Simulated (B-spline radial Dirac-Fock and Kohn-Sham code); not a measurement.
Photoelectron lines of Tb³⁺ at 242 eV

System: terbium as Tb³⁺ in the configuration [Xe] 4f8.

Model: independent-particle photoionisation in a Dirac-Hartree-Slater potential with a Latter tail, all multipoles, thresholds from Dirac-Fock ΔSCF. Program: an atomic code on a B-spline grid. The asymmetry parameter β is from the dipole term alone. Kinetic energies are from the vacuum level. Open shells are spread statistically over j, without multiplet splitting.

| subshell | electrons | binding (eV) | kinetic (eV) | σ (kb) | β |
| --- | --- | --- | --- | --- | --- |
| 4d3/2 | 4 | 198.1 | 43.92 | 146 | -0.31 |
| 4d5/2 | 6 | 191.9 | 50.09 | 225 | -0.74 |
| 4f5/2 | 3.43 | 40.66 | 201.3 | 1310 | 0.56 |
| 4f7/2 | 4.57 | 39.79 | 202.2 | ? | ? |
| 5s | 2 | 86.33 | 155.7 | 58.3 | 1.89 |
| 5p1/2 | 2 | 61.63 | 180.4 | 33.9 | 0.48 |
| 5p3/2 | 4 | 56.74 | 185.3 | 96.3 | 0.61 |

Question: What are σ and β for 4f7/2?

Answer: σ = 1720 kb, the largest of all subshells and 48 % of the total, and β = 0.57.

Run: 9.6 s of CPU time on 1 thread of Neoverse-N1 (shared host), peak memory 0.46 GiB.

Values without a named source are computed, but for edge energies of neutral atoms, which are taken from tables.
